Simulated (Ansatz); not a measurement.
A structure relaxed at PBE0-D4/def2-TZVP, charge 0, multiplicity 1:

Cartesian coordinates in Å:
```
C -0.088 -1.977 0.384
Ga 0.359 -0.141 -0.132
C 0.720 1.446 0.970
O -1.465 0.512 -1.137
Cl 1.339 -0.029 -2.137
H -0.820 -1.994 1.195
H -0.495 -2.522 -0.469
H 0.808 -2.502 0.723
H 0.798 2.344 0.354
H -0.055 1.597 1.725
H 1.671 1.327 1.496
H -1.673 1.431 -0.936
H -1.098 0.508 -2.036
```

Q: Give its formula and SMILES.

A: C2H8ClGaO, `[CH3][Ga-]([CH3])([OH2+])[Cl]`.

Q: Point group (tolerance 0.08 Å, 0.16 Å for H)?

A: C1.

Q: Summarise the bond lengths by kind.

A: 2 × C–Ga 1.958 to 1.966 Å; 6 × C–H 1.091 to 1.093 Å; 1 × Ga–O 2.183 Å; 1 × Cl–Ga 2.234 Å; 2 × H–O 0.963 to 0.971 Å.

Results of the Gaussian-basis code of Ansatz.
